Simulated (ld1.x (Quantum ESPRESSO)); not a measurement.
**Sb: variants of one TM potential**

Base potential:

ld1.x (Quantum ESPRESSO) 7.5 input, shortened:

```
&input
   title='Sb', zed=51., rel=1, dft='PZ', iswitch=3,
   config='[Kr] 4d10 5s2 5p1'
 /
 &inputp
   pseudotype=2, tm=.true., lloc=-1, rcloc=1.45,
   nlcc=.true., rcore=0.65
 /
3
4S  1  0   2.00   0.00  1.25  1.25  0.0
4P  2  1   6.00   0.00  1.50  1.50  0.0
4D  3  2  10.00   0.00  1.55  1.55  0.0
 &test
   configts(1)='4s2 4p6 4d10 5s2 5p1'
 /
```

Occupied shells without a wave of their own: 5p, 5s. They enter only through the test configuration that unscreens the potential, and ld1.x also counts them in the model core charge.

All-electron outer shells of the reference configuration (LDA (PZ), scalar-relativistic, ld1.x):

```csv
shell,level (eV),outermost node (bohr),outermost maximum (bohr)
3d,-534.75,–,0.24
4s,-167.03,0.39,0.72
4p,-120.13,0.39,0.76
4d,-51.98,0.38,0.84
5s,-29.82,0.95,1.83
5p,-20.41,1.03,2.16
```

Cutoffs, loose and tight: the cutoffs (Ry, on a coarse ladder) from which the occupation-weighted sum of valence levels, in a spherical-Bessel basis at the reference potential, stays within 10 and 1 mRy of its value at 400 Ry. They do not see the model core or the augmentation charge, which bear on the density cutoff. Test errors are all-electron minus pseudo excitation energies from the reference, over the configurations 4s2 4p6 4d10 5s2 5p3; 4s2 4p6 4d10 5s2 5p2; 4s2 4p6 4d10 5s2 5p0; 4s2 4p6 4d10 5s2 5p2.5; 4s2 4p6 4d10 5s1 5p0; 4s2 4p6 4d9 5s2 5p3; 4s2 4p5 4d10 5s2 5p3 (two spin-polarised tests are not counted in the largest error). A dash means not determined; rows that change the core or the reference have their own tests.

With those shells counted twice in exchange and correlation these files are broken, and their errors move erratically; no question is asked of them.

| change | outcome | cutoff, loose | cutoff, tight | bound ghosts | largest test error (meV) |
| --- | --- | --- | --- | --- | --- |
| base | generated, misses its reference levels by 3.01 eV | 110 Ry | 160 Ry | none | +2794 |
| core correction none | generated, misses its reference levels by 3.01 eV | 110 Ry | 160 Ry | none | +3365 |
| core correction a·sin(br)/r model core inside 0.64 bohr | generated, misses its reference levels by 3.01 eV | 110 Ry | 160 Ry | none | +2794 |
| core correction a·sin(br)/r model core inside 0.86 bohr | generated, misses its reference levels by 3.01 eV | 110 Ry | 160 Ry | none | +2794 |
| core correction full core density, not smoothed (it rises at the typed radius of 1.02 bohr, so ld1.x skipped the fit) | generated, misses its reference levels by 3.01 eV | 110 Ry | 160 Ry | none | +2793 |
| core correction full core density, not smoothed (it rises at the typed radius of 1.22 bohr, so ld1.x skipped the fit) | generated, misses its reference levels by 3.01 eV | 110 Ry | 160 Ry | none | +2793 |
| core correction full core density, not smoothed (it rises at the typed radius of 1.42 bohr, so ld1.x skipped the fit) | generated, misses its reference levels by 3.01 eV | 110 Ry | 160 Ry | none | +2793 |
